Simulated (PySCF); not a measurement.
**Spinor energies of Ni²²⁺ (nickel, charge +22)**

Start: [He] 2s2 2p2; 2p1/2 filled at m_j = -1/2, +1/2. Calculated with PySCF 2.14 in an even-tempered Gaussian basis (17 s from 6.1 bohr⁻², ratio 2.4; 11 p from 7.9 bohr⁻², ratio 2.4; 5 d from 29 bohr⁻², ratio 2.6; 4 f from 43 bohr⁻², ratio 2.6): generalised Hartree-Fock with the X2C-1e Hamiltonian and a Gaussian nucleus; one run each with spin-orbit coupling (SO) switched off, then screened by Boettger's factors.

| spinor shell | electrons | ε, spin-free (eV) | ε, screened SO (eV) | weight of nominal j (screened SO) | rms radius, screened SO (bohr) |
| --- | --- | --- | --- | --- | --- |
| 1s1/2 | 2 | -9681.0 | -9679.0 | 1.000 | 0.0620 |
| 2s1/2 | 2 | -2082.0 | -2081.4 | 1.000 | 0.247 |
| 2p1/2 | 2 | -2007.4 | -2010.5 | 0.921 | 0.215 |

```json
{"quantity": "E (hartree)", "spin-free": "-1098.50717", "screened SO": "-1099.08482"}
{"quantity": "M_J", "spin-free": "0", "screened SO": "0"}
{"quantity": "⟨J²⟩", "spin-free": "2.000", "screened SO": "0.309"}
{"quantity": "⟨L²⟩", "spin-free": "2.000", "screened SO": "1.528"}
{"quantity": "⟨S²⟩", "spin-free": "2.000", "screened SO": "1.525"}
```

The determinant has a definite M_J but mixes levels of different J.

Each row is a mean over spinors that exchange with the open shell spreads, by up to 22.153 eV (2s1/2).

Without spin-orbit coupling the j labels of p, d and f shells carry no meaning; the spin-free column gives the mean over the occupied spinors of each nl shell.
